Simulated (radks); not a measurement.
Species: Rh3+. Configuration: [Kr] 4d5 6s1 (not the ground configuration). All-electron calculation, Dirac Kohn-Sham, PBE, spin-unpolarised, spherical densities, point nucleus; open shells fill j = l - 1/2 first. Program: a radial shooting solver on a logarithmic mesh with Libxc functionals.

Spin-orbit splittings of the eigenvalues, e(l+1/2) - e(l-1/2), with zeta = 2 splitting/(2l+1) and mean radii in bohr:

shell,occ.,splitting (eV),zeta (eV),<r> j=l-1/2,<r> j=l+1/2
2p,6,144.6,96.41,0.1203,0.1252
3p,6,24.90,16.60,0.3829,0.3937
3d,10,4.912,1.965,0.3681,0.3716
4p,6,4.103,2.735,1.035,1.062
4d,5,0.5331,0.2133,1.307,1.318
